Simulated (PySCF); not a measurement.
CH5FO2Si2, SMILES O[Si@]1(F)CO[SiH2]1.

Geometry: TPSSh-D3(BJ)/def2-SVP. The structure was generated by enumeration; whether it is a known compound was not checked. Other conformers were not sampled.

Two levels are set side by side: TDA-PBE/def2-SVPD (PySCF) and TDA-M06-2X/def2-SVPD (PySCF). Vertical, same geometry. The lowest singlet is HOMO→LUMO 65 %, HOMO−1→LUMO 31 % with PBE and HOMO→LUMO 83 % with the other functional; states are paired by order. Differences are taken from unrounded values.

| quantity | TDA-M06-2X |
|---|---|
| lowest singlet excitation (eV) | 6.00 |
| lowest triplet excitation (TDA) (eV) | 5.48 |
| first bright state (f over 0.05) (eV) | 6.00 |
| its oscillator strength | 0.06 |

Problem. What does TDA-PBE give, and how far is it from TDA-M06-2X? (An estimate is asked for; the answer gives what the named calculation found.)

Solution. 
| quantity | TDA-PBE | TDA-PBE minus TDA-M06-2X |
|---|---|---|
| lowest singlet excitation (eV) | 5.35 | -0.65 |
| lowest triplet excitation (TDA) (eV) | 4.83 | -0.65 |
| first bright state (f over 0.05) (eV) | 5.85 | -0.15 |
| its oscillator strength | 0.05 | 0.00 |

A lower first singlet is the usual sign of a functional without exact exchange. Differences between two approximate levels are no errors against the true value.

Rough cost on one machine, each run with all the roots and properties that it gave: TDA-M06-2X against TDA-PBE about 8 times.
